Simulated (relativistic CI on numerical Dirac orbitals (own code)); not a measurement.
Lu⁴⁴⁺: q coefficients and field-shift factors

Computed by Dirac-Coulomb-Breit CI, orbitals from a KLI potential per configuration, derivatives by finite differences, unscaled Slater integrals, QED left out (own radial code, finite nucleus).

Configuration list (outside the closed core [Ne]): 3s2 3p6 3d9, 3s2 3p5 3d10, 3s 3p6 3d10, 3s2 3p6 3d8 4s, 3s2 3p6 3d8 4p, 3s2 3p4 3d10 4s, 3s2 3p6 3d8 4d, 3s2 3p4 3d10 4p. Levels of other configurations are missing.

With x = (α/α₀)² − 1 an excitation energy changes as ω = ω₀ + qx; K = 2q/ω₀ is the relative enhancement. Terms are leading LS components, so labels can repeat. The field-shift factor is F = δν/δ⟨r²⟩ for the transition from the lowest level.

Lowest level 3s2 3p6 3d9 2D_5/2.

```
                 Level  ω₀ (cm⁻¹)    q (cm⁻¹)  F (GHz/fm²)
    3s2 3p6 3d9 2D_3/2     438208      442500          9.7
  3s2 3p5 3d10 2P°_3/2    3366458      561000         30.2
  3s2 3p5 3d10 2P°_1/2    5396087   3.002e+06         -238
    3s 3p6 3d10 2S_1/2    7219941    3.31e+06        -5000
 3s2 3p6 3d8 4s 4F_9/2   11568221  -1.316e+06         1820
 3s2 3p6 3d8 4s 2F_7/2   11591375  -1.313e+06         1820
 3s2 3p6 3d8 4s 2D_5/2   11643933  -1.314e+06         1820
 3s2 3p6 3d8 4s 2D_3/2   11654573  -1.311e+06         1820
 3s2 3p6 3d8 4s 2S_1/2   11793722  -1.292e+06         1820
 3s2 3p6 3d8 4s 4F_7/2   11999746     -870600         1830
 3s2 3p6 3d8 4s 4F_5/2   12005337     -868200         1830
 3s2 3p6 3d8 4s 4P_5/2   12072226     -865800         1830
 3s2 3p6 3d8 4s 4P_3/2   12077538     -863400         1830
 3s2 3p6 3d8 4s 4P_3/2   12111322     -861400         1830
 3s2 3p6 3d8 4s 2G_9/2   12116848     -880100         1830
 3s2 3p6 3d8 4s 2G_7/2   12121309     -876900         1830
 3s2 3p6 3d8 4s 2P_1/2   12126440     -860100         1830
3s2 3p6 3d8 4p 4D°_7/2   12295043  -1.201e+06          203
3s2 3p6 3d8 4p 2G°_9/2   12305370  -1.203e+06          203
3s2 3p6 3d8 4p 2D°_3/2   12367082    -1.2e+06          203
3s2 3p6 3d8 4p 2F°_5/2   12372043    -1.2e+06          203
 3s2 3p6 3d8 4s 4F_3/2   12476831     -425800         1840
 3s2 3p6 3d8 4s 2F_5/2   12485198     -422900         1840
```

At this charge energies of transitions that change n are usually good to better than 1 %, and those within a shell (Δn = 0) to a few per cent.

(1) Which transition from the lowest level has the largest |K|?

Results:

(1) 3s2 3p6 3d9 2D_3/2 at 438208 cm⁻¹, K = 2.02.
